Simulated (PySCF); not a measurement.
## Te³⁴⁺ (tellurium, charge +34): Hartree-Fock from Schrödinger to Dirac-Coulomb-Breit

Occupied: 1s1/2, 2s1/2, 2p1/2, 2p3/2, 3s1/2, 3p1/2, 3p3/2. Hartree-Fock calculated with PySCF 2.14 in an even-tempered Gaussian basis (17 s from 2.7 bohr⁻², ratio 2.7; 13 p from 3.3 bohr⁻², ratio 2.7), Gaussian nucleus throughout. NR is non-relativistic, sf-X2C the spin-free one-electron X2C Hamiltonian, X2C adds the bare one-electron spin-orbit term, X2C-SNSO screens it by Boettger's factors, DC is four-component Dirac-Coulomb, and the Gaunt and Breit terms are added at first order (total energies over the DC spinors, levels after relaxing the spinors in that mean field). QED terms are absent. Levels marked empty are virtual spinors of this ion; the basis has s and p functions only, so 3d, which can lie below the n = 4 levels, is absent.

| Hamiltonian | E (hartree) | E − E(DC) (hartree) | CPU seconds |
| --- | --- | --- | --- |
| NR | -5730.2376 | 180.3818 | 0.31 |
| sf-X2C | -5907.0284 | 3.5910 | 0.23 |
| X2C | -5909.0780 | 1.5415 | 0.22 |
| X2C-SNSO | -5908.9181 | 1.7014 | 0.23 |
| DC | -5910.6195 | 0.0000 | 9.2 |
| DC+Gaunt | -5905.4147 | 5.2047 | 15 |
| DC+Breit | -5905.9203 | 4.6991 | 44 |

| level (eV) | NR | sf-X2C | X2C | X2C-SNSO | DC | DC+Gaunt | DC+Breit |
| --- | --- | --- | --- | --- | --- | --- | --- |
| 1s1/2 | -32571.1 | -33782.0 | -33778.9 | -33779.2 | -33807.6 | -33728.9 | -33734.6 |
| 2s1/2 | -6442.5 | -6759.4 | -6758.5 | -6758.6 | -6762.0 | -6754.1 | -6754.7 |
| 2p1/2 | -6157.3 | -6250.7 | -6453.3 | -6444.9 | -6446.1 | -6433.1 | -6434.5 |
| 2p3/2 | -6157.3 | -6250.7 | -6159.5 | -6163.0 | -6165.7 | -6156.5 | -6157.8 |
| 3s1/2 | -2414.3 | -2503.1 | -2502.9 | -2502.9 | -2503.7 | -2501.9 | -2502.1 |
| 3p1/2 | -2297.7 | -2331.0 | -2378.8 | -2376.8 | -2377.1 | -2374.1 | -2374.5 |
| 3p3/2 | -2297.7 | -2331.0 | -2309.3 | -2310.2 | -2310.7 | -2308.6 | -2309.0 |
| 4s1/2 (empty) | -1184.1 | -1216.4 | -1216.4 | -1216.4 | -1216.6 | -1216.0 | -1216.1 |
| 4p1/2 (empty) | -1143.1 | -1156.9 | -1173.2 | -1172.5 | -1172.6 | -1171.6 | -1171.7 |
| 4p3/2 (empty) | -1143.1 | -1156.9 | -1149.5 | -1149.8 | -1149.9 | -1149.2 | -1149.4 |

```
interval (eV)    X2C  X2C-SNSO     DC  DC+Gaunt  DC+Breit
2p3/2 − 2p1/2  293.8     282.0  280.4     276.7     276.7
3p3/2 − 3p1/2  69.45     66.66  66.35     65.48     65.48
4p3/2 − 4p1/2  23.74     22.78  22.70     22.39     22.39
```

Weight of the small component: 1s1/2 0.0366, 2s1/2 0.00800, 2p1/2 0.00795, 2p3/2 0.00759, 3s1/2 0.00284, 3p1/2 0.00277, 3p3/2 0.00268, 4s1/2 0.00125, 4p1/2 0.00124, 4p3/2 0.00120.

Koopmans' value for the highest occupied level at DC+Breit: 2309.0 eV, against an ionisation energy of 2309 ± 5 eV (theoretical estimate listed by NIST; NIST Atomic Spectra Database, ionization energies); the former lacks relaxation, correlation, QED and recoil.

The whole ladder took 72 s of wall time on 1 thread of Neoverse-V1 (shared host), launched as `OMP_NUM_THREADS=1 python relrun2.py TASK.json OUT` (a driver that calls PySCF for each Hamiltonian).
